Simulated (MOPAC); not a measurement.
MOPAC input (PM7):

```
PM7 FORCE THERMO(298,298) PRECISE LET UHF MS=0.5 GEO-OK AUX(PRECISION=9) THREADS=1
H5BN

B    -0.65896023 1   -0.06418156 1   -0.07412525 1
N     0.75961125 1   -0.01758143 1   -0.03324864 1
H    -1.17778576 1   -0.73225586 1   -0.93299480 1
H    -1.55589874 1    0.87863329 1    0.46481425 1
H    -1.54875372 1    0.20589806 1    0.98378725 1
H     1.27978593 1    0.50209951 1    0.63324269 1
H     1.34005272 1   -0.50726996 1   -0.67601417 1
```

From the output:

```
     H    7   4.529557

          HEAT OF FORMATION =     -18.747854 KCALS/MOLE

          ZERO POINT ENERGY      33.086 KCAL/MOL

           NORMAL COORDINATE ANALYSIS (Total motion = 1 Angstrom)

   Root No.       1         2         3         4         5         6         7         8

                 1 A"      2 A"      1 A'      3 A"      4 A"      2 A'      3 A'      4 A'

                 397.7     498.5     555.8     702.7     797.2     924.7    1018.9    1185.6

           1   -0.0000   -0.0000   -0.0106    0.0000    0.0000   -0.0081    0.0010   -0.0854
           2    0.0000   -0.0000    0.0671   -0.0000   -0.0000    0.0118   -0.0434    0.0379
           3    0.0239   -0.0308    0.0000   -0.0248   -0.0866   -0.0000    0.0000   -0.0000
           4   -0.0000   -0.0000   -0.0166    0.0000   -0.0000   -0.0228   -0.0166    0.0802
           5   -0.0000   -0.0000   -0.0178   -0.0000    0.0000   -0.0300    0.0491   -0.0042
           6   -0.0067    0.0091   -0.0000   -0.0457    0.0487    0.0000   -0.0000    0.0000
           7    0.0000    0.0000   -0.0926   -0.0000   -0.0000    0.2796    0.2983   -0.0008
           8    0.0000   -0.0000    0.0064    0.0000    0.0000    0.1671    0.1253    0.0809
           9    0.0605   -0.0931    0.0000    0.2003    0.3445   -0.0000    0.0000    0.0000
          10    0.0845    0.2606    0.2329   -0.0012    0.0407    0.0877   -0.0211   -0.1765
          11   -0.1316   -0.1778   -0.1547    0.0455    0.0490   -0.0455   -0.0793   -0.2308
          12   -0.1199    0.1054   -0.0022    0.0651    0.0975    0.0013   -0.0080   -0.0402
          13   -0.0845   -0.2606    0.2329    0.0012   -0.0407    0.0877   -0.0211   -0.1765
          14    0.1316    0.1778   -0.1547   -0.0455   -0.0490   -0.0455   -0.0793   -0.2308
          15   -0.1199    0.1054    0.0022    0.0651    0.0975   -0.0013    0.0080    0.0402
          16   -0.0000   -0.0000   -0.1100   -0.0000    0.0000    0.1575   -0.2049    0.1018
          17    0.0000   -0.0000   -0.0844    0.0000   -0.0000    0.1064   -0.0933    0.0195
          18    0.2655   -0.0579   -0.0000    0.3107   -0.0706   -0.0000   -0.0000   -0.0000
          19    0.0000    0.0000    0.0807   -0.0000    0.0000   -0.2088    0.1685    0.0536
          20   -0.0000    0.0000   -0.0849    0.0000   -0.0000    0.1069   -0.0905    0.0123
          21   -0.2492    0.1438    0.0000    0.2597   -0.2167   -0.0000    0.0000    0.0000

   Root No.       9        10        11        12        13        14        15

                 5 A'      6 A'      5 A"      7 A'      8 A'      9 A'     10 A'

                1316.2    1649.6    1680.9    2553.1    2786.6    2833.2    4243.6

           1    0.1308    0.0004    0.0000    0.0395    0.0003    0.0026   -0.0089
           2    0.0496   -0.0009   -0.0000   -0.0637   -0.0046   -0.0003   -0.0099
           3   -0.0000    0.0000   -0.0273    0.0000    0.0000    0.0000    0.0000
           4   -0.0600   -0.0556   -0.0000   -0.0012   -0.0010    0.0341    0.0001
           5   -0.0069    0.0001   -0.0000    0.0001   -0.0511   -0.0019   -0.0002
           6    0.0000   -0.0000   -0.0006   -0.0000    0.0000    0.0000   -0.0000
           7   -0.0351    0.0031    0.0000   -0.4144   -0.0103   -0.0048   -0.0012
           8   -0.0538    0.0067    0.0000    0.7427    0.0185    0.0042   -0.0054
           9    0.0000    0.0000    0.0141   -0.0000   -0.0000    0.0000   -0.0000
          10   -0.2090   -0.0011   -0.3016    0.0057    0.0015   -0.0001    0.0466
          11   -0.2132   -0.0006   -0.3383   -0.0112    0.0009    0.0005    0.0573
          12   -0.0636    0.0004    0.1422   -0.0014    0.0010   -0.0007   -0.4839
          13   -0.2090   -0.0011    0.3016    0.0057    0.0015   -0.0001    0.0466
          14   -0.2132   -0.0006    0.3383   -0.0112    0.0009    0.0005    0.0573
          15    0.0636   -0.0004    0.1422    0.0014   -0.0010    0.0007    0.4839
          16   -0.0259    0.3843   -0.0000    0.0114   -0.2639   -0.2599    0.0007
          17    0.0176    0.2672   -0.0000   -0.0266    0.3549    0.4202   -0.0000
          18   -0.0000   -0.0000    0.0054   -0.0000   -0.0000   -0.0000    0.0000
          19   -0.0898    0.3829    0.0000   -0.0152    0.2811   -0.2369    0.0010
          20    0.0266   -0.2645   -0.0000   -0.0119    0.3850   -0.3954    0.0004
          21    0.0000    0.0000   -0.0026    0.0000   -0.0000    0.0000   -0.0000

           MASS-WEIGHTED COORDINATE ANALYSIS (NORMAL COORDINATES)

   Root No.       1         2         3         4         5         6         7         8

                 1 A"      2 A"      1 A'      3 A"      4 A"      2 A'      3 A'      4 A'

                 397.7     498.5     555.8     702.7     797.2     924.7    1018.9    1185.6

           1   -0.0000   -0.0000   -0.0685    0.0000    0.0000   -0.0542    0.0062   -0.4565
           2    0.0000   -0.0000    0.4346   -0.0000   -0.0000    0.0793   -0.2769    0.2026
           3    0.1666   -0.1958    0.0000   -0.1617   -0.5084   -0.0000    0.0000   -0.0000
           4   -0.0000   -0.0000   -0.1222    0.0000   -0.0000   -0.1741   -0.1203    0.4878
           5   -0.0000   -0.0000   -0.1312   -0.0000    0.0000   -0.2286    0.3568   -0.0253
           6   -0.0532    0.0660   -0.0000   -0.3391    0.3253    0.0000   -0.0000    0.0000
           7    0.0000    0.0000   -0.1831   -0.0000   -0.0000    0.5722    0.5817   -0.0014
           8    0.0000   -0.0000    0.0127    0.0000    0.0000    0.3421    0.2443    0.1320
           9    0.1288   -0.1807    0.0000    0.3988    0.6177   -0.0000    0.0000    0.0000
          10    0.1799    0.5060    0.4606   -0.0025    0.0730    0.1795   -0.0412   -0.2878
          11   -0.2802   -0.3452   -0.3061    0.0905    0.0879   -0.0931   -0.1546   -0.3765
          12   -0.2552    0.2046   -0.0043    0.1296    0.1749    0.0026   -0.0156   -0.0656
          13   -0.1799   -0.5060    0.4606    0.0025   -0.0730    0.1795   -0.0412   -0.2878
          14    0.2802    0.3452   -0.3061   -0.0905   -0.0879   -0.0931   -0.1546   -0.3765
          15   -0.2552    0.2046    0.0043    0.1296    0.1749   -0.0026    0.0156    0.0656
          16   -0.0000   -0.0000   -0.2176   -0.0000    0.0000    0.3224   -0.3996    0.1661
          17    0.0000   -0.0000   -0.1669    0.0000   -0.0000    0.2177   -0.1819    0.0317
          18    0.5651   -0.1125   -0.0000    0.6186   -0.1265   -0.0000   -0.0000   -0.0000
          19    0.0000    0.0000    0.1596   -0.0000    0.0000   -0.4274    0.3285    0.0874
          20   -0.0000    0.0000   -0.1679    0.0000   -0.0000    0.2188   -0.1765    0.0200
          21   -0.5306    0.2791    0.0000    0.5170   -0.3885   -0.0000    0.0000    0.0000

   Root No.       9        10        11        12        13        14        15

                 5 A'      6 A'      5 A"      7 A'      8 A'      9 A'     10 A'

                1316.2    1649.6    1680.9    2553.1    2786.6    2833.2    4243.6

           1    0.6310    0.0020    0.0000    0.1459    0.0016    0.0124   -0.0420
           2    0.2391   -0.0045   -0.0000   -0.2353   -0.0224   -0.0013   -0.0469
           3   -0.0000    0.0000   -0.1319    0.0000    0.0000    0.0000    0.0000
           4   -0.3296   -0.2996   -0.0000   -0.0050   -0.0053    0.1848    0.0006
           5   -0.0378    0.0008   -0.0000    0.0003   -0.2811   -0.0105   -0.0012
           6    0.0000   -0.0000   -0.0034   -0.0000    0.0000    0.0000   -0.0000
           7   -0.0516    0.0045    0.0000   -0.4677   -0.0151   -0.0069   -0.0017
           8   -0.0792    0.0096    0.0000    0.8382    0.0273    0.0062   -0.0078
           9    0.0000    0.0000    0.0208   -0.0000   -0.0000    0.0000   -0.0000
          10   -0.3079   -0.0016   -0.4449    0.0064    0.0021   -0.0001    0.0672
          11   -0.3141   -0.0009   -0.4990   -0.0127    0.0014    0.0007    0.0826
          12   -0.0937    0.0005    0.2098   -0.0015    0.0015   -0.0011   -0.6976
          13   -0.3079   -0.0016    0.4449    0.0064    0.0021   -0.0001    0.0672
          14   -0.3141   -0.0009    0.4990   -0.0127    0.0014    0.0007    0.0826
          15    0.0937   -0.0005    0.2098    0.0015   -0.0015    0.0011    0.6976
          16   -0.0381    0.5554   -0.0000    0.0128   -0.3891   -0.3780    0.0011
          17    0.0259    0.3863   -0.0000   -0.0300    0.5234    0.6111   -0.0000
          18   -0.0000   -0.0000    0.0080   -0.0000   -0.0000   -0.0000    0.0000
          19   -0.1323    0.5534    0.0000   -0.0171    0.4145   -0.3444    0.0015
          20    0.0392   -0.3823   -0.0000   -0.0134    0.5677   -0.5750    0.0005
          21    0.0000    0.0000   -0.0038    0.0000   -0.0000    0.0000   -0.0000

          DESCRIPTION OF VIBRATIONS

 VIBRATION          1    1A"         ATOM PAIR     ENERGY CONTRIBUTION    RADIAL
 FREQUENCY           397.74         B 1 -- H 5         +41.5% (187.2%)      0.3%
 TRANSITION DIPOLE   0.3698         B 1 -- H 4         +41.5% (187.2%)      0.3%
 TRAVEL (Ang.)       0.8173         N 2 -- H 6          +6.7% ( 75.2%)      0.0%
 REDUCED MASS        0.2538         N 2 -- H 7          +5.5% ( 68.1%)      0.0%
 EFFECTIVE MASS      1.4418
 FORCE CONSTANT      0.0237

 VIBRATION          2    2A"         ATOM PAIR     ENERGY CONTRIBUTION    RADIAL
 FREQUENCY           498.50         B 1 -- H 4         +40.1% (136.8%)      0.9%
 TRANSITION DIPOLE   0.3860         B 1 -- H 5         +40.1% (136.8%)      0.9%
 TRAVEL (Ang.)       0.6013         H 4 -- H 5         +16.4% ( 87.6%)      0.0%
 REDUCED MASS        0.3741         N 2 -- H 7          +1.5% ( 26.5%)      0.0%
 EFFECTIVE MASS      1.4672
 FORCE CONSTANT      0.0548

 VIBRATION          3    1A'         ATOM PAIR     ENERGY CONTRIBUTION    RADIAL
 FREQUENCY           555.77         B 1 -- H 5         +20.3% ( 87.4%)      6.2%
 TRANSITION DIPOLE   0.9357         B 1 -- H 4         +20.3% ( 87.4%)      6.2%
 TRAVEL (Ang.)       0.4431         H 4 -- H 5         +15.8% ( 77.2%)    100.0%
 REDUCED MASS        0.6179         B 1 -- N 2         +14.8% ( 74.6%)      0.9%
 EFFECTIVE MASS      5.1901
 FORCE CONSTANT      0.1125

 VIBRATION          4    3A"         ATOM PAIR     ENERGY CONTRIBUTION    RADIAL
 FREQUENCY           702.67         N 2 -- H 6         +23.8% ( 58.4%)      0.0%
```
